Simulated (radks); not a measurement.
Q: The promethium ion Pm+, 60 electrons, occupied as [Xe] 4f4.5 6s1 6p0.5 (fractional occupations, a model configuration). All-electron calculation, Dirac Kohn-Sham, PBEsol, spin-unpolarised, spherical densities, finite nucleus; open shells are shared between the two j in proportion to 2j + 1; Fermi nuclear charge, rms radius 4.962 fm. Program: a radial shooting solver on a logarithmic mesh with Libxc functionals. Some entries of the table are withheld. Estimate them.

orbital      occ.  eigenvalue (hartree)  <r> (bohr)
1s1/2           2             -1652.453     0.02319
2s1/2           2             -268.8995     0.09849
2p1/2           2                   (1)         (2)
2p3/2           4                   (3)         (4)
3s1/2           2             -58.95476      0.2603
3p1/2           2             -52.86372      0.2499
3p3/2           4             -48.72788      0.2625
3d3/2           4             -38.12621      0.2340
3d5/2           6             -37.22965      0.2379
4s1/2           2             -12.03690         (5)
4p1/2           2              -9.71865      0.6077
4p3/2           4              -8.81202      0.6363
4d3/2           4              -4.99559      0.6812
4d5/2           6              -4.83413      0.6914
5s1/2           2              -1.88366       1.426
5p1/2           2              -1.25275       1.599
5p3/2           4              -1.12618       1.687
4f5/2     1.92857              -0.46721      0.9844
4f7/2     2.57143              -0.44885      0.9981
6s1/2           1              -0.34584       3.806
6p1/2    0.166667              -0.23278       4.609
6p3/2    0.333333              -0.21978       4.806

A: 
(1) 2p1/2 eigenvalue (hartree): -254.7064
(2) 2p1/2 <r> (bohr): 0.08246
(3) 2p3/2 eigenvalue (hartree): -234.1330
(4) 2p3/2 <r> (bohr): 0.08898
(5) 4s1/2 <r> (bohr): 0.5927
